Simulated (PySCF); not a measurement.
Isomers of C8H14, mass 110.110 u with the commonest isotopes. The calculation used PBE0-D3(BJ)/def2-SVP geometry optimisation, gas phase (PySCF 2.14.0). One conformer each, none proved a minimum here; rigid rotors.

Question: Order these by dipole moment, smallest first.
A. bicyclo[2.2.2]octane, `C1CC2CCC1CC2`
B. `[CH2:1]=[CH:2][CH2:3][CH:4]1[CH2:5][CH2:6][CH2:7][CH2:8]1` with C1–C2–C3–C4 -119°, C2–C3–C4–C5 -179°, C3–C4–C5–C6 -166°, C4–C5–C6–C7 28°, C5–C6–C7–C8 -4°, C6–C7–C8–C4 -21° (allylcyclopentane)
C. `[CH2:1]1[CH2:2][CH2:3][C@H:4]2[CH2:5][CH2:6][C@H:7]2[CH2:8]1` with C8–C1–C2–C3 62°, C1–C2–C3–C4 -50°, C2–C3–C4–C5 -71°, C3–C4–C5–C6 145°
D. `[CH:1]#[C:2][CH2:3][C:4]([CH3:5])([CH3:6])[CH2:7][CH3:8]` with C2–C3–C4–C5 64°, C3–C4–C7–C8 -57°

Answer: A (0.00 D), C (0.15 D), B (0.39 D), D (0.63 D).

Question: Order these by out-of-plane moment Σ m c² = (Ia + Ib − Ic)/2, largest first.
A. `[CH:1]#[C:2][CH2:3][C:4]([CH3:5])([CH3:6])[CH2:7][CH3:8]` with C2–C3–C4–C5 64°, C3–C4–C7–C8 -57°
B. `[CH2:1]1[CH2:2][CH2:3][C@H:4]2[CH2:5][CH2:6][C@H:7]2[CH2:8]1` with C8–C1–C2–C3 62°, C1–C2–C3–C4 -50°, C2–C3–C4–C5 -71°, C3–C4–C5–C6 145°
C. `C1CC2CCC1CC2` (bicyclo[2.2.2]octane)
D. `[CH3:1][CH2:2][C@@H:3]1[C@H:4]([CH3:5])[C:6]12[CH2:7][CH2:8]2` with C1–C2–C3–C4 161°
E. `[CH2:1]1[CH2:2][CH2:3][C:4]2([CH2:5]1)[CH2:6][CH2:7][CH2:8]2` with C5–C1–C2–C3 3°, C1–C2–C3–C4 -28°, C2–C3–C4–C5 42°, C3–C4–C5–C1 -40°
F. `[CH2:1]=[CH:2][CH2:3][CH:4]1[CH2:5][CH2:6][CH2:7][CH2:8]1` with C1–C2–C3–C4 -119°, C2–C3–C4–C5 -179°, C3–C4–C5–C6 -166°, C4–C5–C6–C7 28°, C5–C6–C7–C8 -4°, C6–C7–C8–C4 -21°
G. `[CH:1]#[C:2][CH2:3][CH2:4][C@H:5]([CH3:6])[CH2:7][CH3:8]` with C2–C3–C4–C5 -58°, C3–C4–C5–C6 -60°, C4–C5–C7–C8 -172°

Answer: C (102.98 u·Å²), A (62.03 u·Å²), G (60.29 u·Å²), E (53.21 u·Å²), D (44.76 u·Å²), B (34.52 u·Å²), F (19.83 u·Å²).

Question: Order these by rotational constant C, smallest first.
A. `[CH2:1]1[CH2:2][CH2:3][C@H:4]2[CH2:5][CH2:6][C@H:7]2[CH2:8]1` with C8–C1–C2–C3 62°, C1–C2–C3–C4 -50°, C2–C3–C4–C5 -71°, C3–C4–C5–C6 145°
B. `[CH2:1]=[CH:2][CH2:3][CH:4]1[CH2:5][CH2:6][CH2:7][CH2:8]1` with C1–C2–C3–C4 -119°, C2–C3–C4–C5 -179°, C3–C4–C5–C6 -166°, C4–C5–C6–C7 28°, C5–C6–C7–C8 -4°, C6–C7–C8–C4 -21°
C. `[CH:1]#[C:2][CH2:3][C:4]([CH3:5])([CH3:6])[CH2:7][CH3:8]` with C2–C3–C4–C5 64°, C3–C4–C7–C8 -57°
D. `[CH:1]#[C:2][CH2:3][CH2:4][C@H:5]([CH3:6])[CH2:7][CH3:8]` with C2–C3–C4–C5 -58°, C3–C4–C5–C6 -60°, C4–C5–C7–C8 -172°
E. bicyclo[2.2.2]octane (`C1CC2CCC1CC2`)
F. `[CH3:1][CH2:2][C@@H:3]1[C@H:4]([CH3:5])[C:6]12[CH2:7][CH2:8]2` with C1–C2–C3–C4 161°
G. `[CH2:1]=[CH:2][C@H:3]([CH3:4])[CH:5]1[CH2:6][CH2:7][CH2:8]1` with C1–C2–C3–C4 -122°, C2–C3–C5–C6 -65°, C3–C5–C6–C7 -141°, C5–C6–C7–C8 19°, C6–C7–C8–C5 -19°, C3–C5–C8–C7 141°

Answer: D (947.8 MHz), B (970.3 MHz), G (1061 MHz), F (1242 MHz), C (1277 MHz), A (1500 MHz), E (2364 MHz).

```json
{"SMILES": "C1CC[C@H]2CC[C@H]2C1", "point group": "C1", "Ia (u·Å²)": "153.25", "Ib (u·Å²)": "252.62", "Ic (u·Å²)": "336.83", "κ": "-0.44", "μa (D)": "0.12", "μb (D)": "0.04", "μc (D)": "0.07"}
{"SMILES": "C1CCC2(C1)CCC2", "point group": "C1", "Ia (u·Å²)": "126.77", "Ib (u·Å²)": "317.47", "Ic (u·Å²)": "337.83", "κ": "-0.92", "μa (D)": "0.06", "μb (D)": "0.01", "μc (D)": "0.01"}
{"SMILES": "C=CCC1CCCC1", "point group": "C1", "Ia (u·Å²)": "106.21", "Ib (u·Å²)": "454.29", "Ic (u·Å²)": "520.83", "κ": "-0.92", "μa (D)": "0.33", "μb (D)": "0.15", "μc (D)": "0.13"}
{"SMILES": "C#CCC(C)(C)CC", "point group": "C1", "Ia (u·Å²)": "205.14", "Ib (u·Å²)": "314.60", "Ic (u·Å²)": "395.69", "κ": "-0.45", "μa (D)": "0.63", "μb (D)": "0.06", "μc (D)": "0.09"}
{"SMILES": "C=C[C@H](C)C1CCC1", "point group": "C1", "Ia (u·Å²)": "156.52", "Ib (u·Å²)": "360.10", "Ic (u·Å²)": "476.54", "κ": "-0.68", "μa (D)": "0.21", "μb (D)": "0.22", "μc (D)": "0.07"}
{"SMILES": "C1CC2CCC1CC2", "point group": "near D3h", "Ia (u·Å²)": "206.01", "Ib (u·Å²)": "213.70", "Ic (u·Å²)": "213.74", "κ": "-0.99", "μa (D)": "0.00", "μb (D)": "0.00", "μc (D)": "0.00"}
{"SMILES": "CC[C@@H]1[C@H](C)C12CC2", "point group": "C1", "Ia (u·Å²)": "210.13", "Ib (u·Å²)": "286.37", "Ic (u·Å²)": "406.98", "κ": "-0.10", "μa (D)": "0.05", "μb (D)": "0.16", "μc (D)": "0.05"}
{"SMILES": "C#CCC[C@H](C)CC", "point group": "C1", "Ia (u·Å²)": "147.03", "Ib (u·Å²)": "506.75", "Ic (u·Å²)": "533.19", "κ": "-0.96", "μa (D)": "0.43", "μb (D)": "0.45", "μc (D)": "0.10"}
```
